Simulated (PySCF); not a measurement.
This PySCF input asks for the NMR shieldings of `InChI=1S/C4H7BN.Al.2H/c1-3-4-5(2)6;;;/h6H,1-2H3;;;/q-1;+1;;`; the geometry comes from GFN2-xTB.

```python
import basis_set_exchange as bse
import numpy as np
from pyscf import gto, dft
from pyscf.prop import nmr

atoms = """
C     2.932943    0.024447    0.201215
C     1.493004   -0.024043    0.075448
C     0.293305   -0.117178   -0.106873
B    -1.223951   -0.232037   -0.392468
C    -1.776923   -1.082311   -1.607885
N    -1.967483    0.501538    0.551370
Al   -0.606209    1.164280    1.581560
H     3.279961    1.052140    0.098069
H     3.393776   -0.587068   -0.575194
H     3.237114   -0.352069    1.177139
H    -1.640171   -2.146430   -1.419954
H    -1.237884   -0.859165   -2.526482
H    -2.835835   -0.916509   -1.793078
H    -2.976450    0.514465    0.473253
H    -0.247128    0.454295    2.907650
H    -0.125666    2.614589    1.344819
"""
names = dict.fromkeys(["C", "B", "N", "Al", "H"], "pcSseg-1")
basis = {el: gto.basis.parse(bse.get_basis(n, elements=[el], fmt="nwchem")) for el, n in names.items()}
mol = gto.M(atom=atoms, basis=basis, charge=0, verbose=0)
mf = dft.RKS(mol, xc="PBE0")
mf.grids.level = 2
mf.grids.alignment = dft.numint.BLKSIZE   # the property module wants whole blocks of grid points
mf.conv_tol = 1e-9
mf.kernel()

calc = nmr.RKS(mf)   # GIAO
C = mf.mo_coeff
Co = C[:, mf.mo_occ > 0]
resp = mf.gen_response(singlet=True, hermi=2)
def vind(x):   # induced exchange potential for any number of trial vectors
    d = np.einsum("pi,xij,qj->xpq", C, 2 * x.reshape(-1, C.shape[1], Co.shape[1]), Co, optimize=True)
    return np.einsum("xpq,pi,qj->xij", resp(d - d.transpose(0, 2, 1)), C, Co, optimize=True).ravel()
mo1, _ = nmr.rhf.solve_mo1(calc, with_cphf=vind)
sigma = calc.kernel(mo1)
for i, s in enumerate(sigma):   # ppm
    print("%2d %-2s %9.2f" % (i, mol.atom_pure_symbol(i), np.trace(s) / 3))
```

Task: What does it print?

Result: 
```
 0 C     180.75
 1 C      56.15
 2 C     101.10
 3 B      66.42
 4 C     178.20
 5 N     111.30
 6 Al    412.25
 7 H      29.48
 8 H      29.35
 9 H      29.51
10 H      31.00
11 H      31.00
12 H      31.18
13 H      26.47
14 H      27.04
15 H      27.05
```

These numbers come from an equivalent density-fitted implementation of the same equations, which agrees with the script to about 0.01 ppm for H and up to a few tenths of a ppm for heavy atoms, so last digits may differ.

Size and cost of the density-fitted run: 171 basis functions, 57 s wall time on 1 thread of an Arm Neoverse N1, shared host; peak memory 0.77 GiB.
